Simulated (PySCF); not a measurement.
Work out the structure from these simulated measurements.

Formula: CH8P2Si.

| Item | Value |
| --- | --- |
| 13C NMR | chemical shifts (computed TMS as zero) by class: 3.8 (1 C) ppm [GIAO B97-2/pcSseg-2] |
| UV, strongest line | among the 10 lowest singlet transitions: S5 at 7.07 eV (175 nm, f = 0.231) [TDDFT CAM-B3LYP/def2-SVPD] |
| Polarisability | 96.8 au [CAM-B3LYP/def2-SVPD] |
| Dipole | 1.54 D [CAM-B3LYP/def2-SVPD] |
| XPS | Si2p3/2 106.5, P2p3/2 136.2 (×2), C1s 290.3, Si1s 1846.2, P1s 2149.7 (×2) eV [ΔSCF SCAN, pcX-2 on the ionised atom, pcseg-1 elsewhere, spin-free X2C, 2p3/2 from a spin–orbit splitting computed afterwards within the 2p shell] |
| 1H NMR | chemical shifts (computed TMS as zero) by class: 4.97 (1 H), 1.79 (4 H), 0.50 (3 H) ppm [GIAO B97-2/pcSseg-2] |
| Rotational structure | rotational constants A, B, C: 3.619, 2.094, 1.470 GHz [PBE0-D3(BJ)/def2-SVP] |
| NMR, other nuclei | isotropic shieldings of nuclei other than C and H, by class: 364 (1 Si), 571 (2 P) ppm [GIAO B97-2/pcSseg-2] |

Electronic properties: PySCF, gas phase, density fitting. Levels stand in brackets. One conformer (not necessarily the lowest) at the PBE0-D3(BJ)/def2-SVP geometry, without solvent, vibrations or thermal averaging. NMR classes are plain means over equivalent atoms (diastereotopic ones count apart unless rotation or inversion swaps them), as if these changed places fast.

**Question.** What is the compound? Reason from the data.

**Answer.** Numbering: `[CH3:1][SiH:2]([PH2:3])[PH2:4]`. The one carbon: Si-methyl carbon [C1] (3.8 ppm). Hydrogen classes from least to most shielded: 1 H on an SiH silicon, Si2 (4.97 ppm), 4 H on 2 like atoms (three-coordinate phosphorus), P3/P4 (1.79 ppm), 3 H on an Si-methyl carbon, C1 (0.50 ppm). The other shieldings belong to: 364 ppm, SiH silicon [Si2]; 571 ppm, three-coordinate phosphorus [P3/P4]. The core levels belong to: Si2p3/2 106.5 eV, SiH silicon [Si2]; P2p3/2 136.2 eV, three-coordinate phosphorus [P3/P4]; C1s 290.3 eV, Si-methyl carbon [C1]; Si1s 1846.2 eV, SiH silicon [Si2]; P1s 2149.7 eV, three-coordinate phosphorus [P3/P4]. One atom of each topological class was ionised and stands for its class. By its constants the optimised geometry is an asymmetric top. Structure: `C[SiH](P)P`. The assignments are read from this structure; whether some other isomer fits the data as well wasn't checked.

Shape of the structure used: `[CH3:1][SiH:2]([PH2:3])[PH2:4]`: H–P3–Si2–C1 73°, H–P3–Si2–C1 167°, H–P4–Si2–C1 46°, H–P4–Si2–C1 -48°.
